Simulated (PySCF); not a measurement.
Isomers of C3H12ClFSi3, one GFN2-xTB conformer each. Single-point energies are computed at PBE0/pcSseg-1 (PySCF, gas phase, no added dispersion term), electronic only.

Problem. Rank them by PBE0/pcSseg-1 energy, lowest first (kJ/mol).
A. `[F:1][CH2:2][Si:3]([SiH3:4])([SiH3:5])[CH2:6][CH2:7][Cl:8]` with F1–C2–Si3–Si4 -78°, C2–Si3–C6–C7 85°, Si3–C6–C7–Cl8 -59°
B. `[CH3:1][Si@@:2]([Cl:3])([CH2:4][SiH3:5])[CH2:6][SiH2:7][F:8]` with C1–Si2–C4–Si5 -54°, C1–Si2–C6–Si7 -174°, Si2–C6–Si7–F8 67°

Solution. B (0.0), A (424.2).

As drawn, the lower has an Si–F bond, which the higher lacks; the higher has an Si–Si bond, which the lower lacks. GFN2-xTB itself gives, in the same order: 0.0, 349.7. Both levels put the same isomer lowest.

Problem. Which frontier levels, dipoles and rotational constants go with these structures?

Solution. 
```tsv
SMILES	HOMO (eV, PBE0/pcSseg-1)	LUMO (eV)	dipole (D)	A, B, C (MHz)
C[Si@@](Cl)(C[SiH3])C[SiH2]F	-8.42	0.30	2.10	1134, 625.9, 519.7
FC[Si]([SiH3])([SiH3])CCCl	-8.19	-0.68	2.85	1114, 591.1, 585.2
```
